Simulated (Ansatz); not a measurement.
The multiplicity is imposed and other spin states were not computed.

Cartesian coordinates (Å):
```xyz
6

Au    -0.0421     0.0273    -0.1139
O      0.3874     1.9824     0.7228
H      0.8233     1.8683     1.5913
H     -0.4561     2.4385     0.9171
O     -0.4793    -1.7518    -0.7884
H     -0.0382    -1.8032    -1.6610
```
Charge 0, multiplicity 1.

All values below come from frozen-core CCSD(T)/def2-TZVPP // PBE-D3(BJ)/def2-SVP (Ansatz, an electronic-structure program).

The HF energy is -286.31642 Ha and the MP2 correlation energy is -1.14297 Ha.

Question: Estimate the CCSD correlation energy, the (T) correction, the total energy and the T1 diagnostic.

Answer: 
```
Quantity                         Value
-----------------------  -------------
CCSD correlation energy    -1.10278 Ha
(T) correction             -0.04050 Ha
CCSD(T) total energy     -287.45970 Ha
T1 diagnostic                    0.017
```
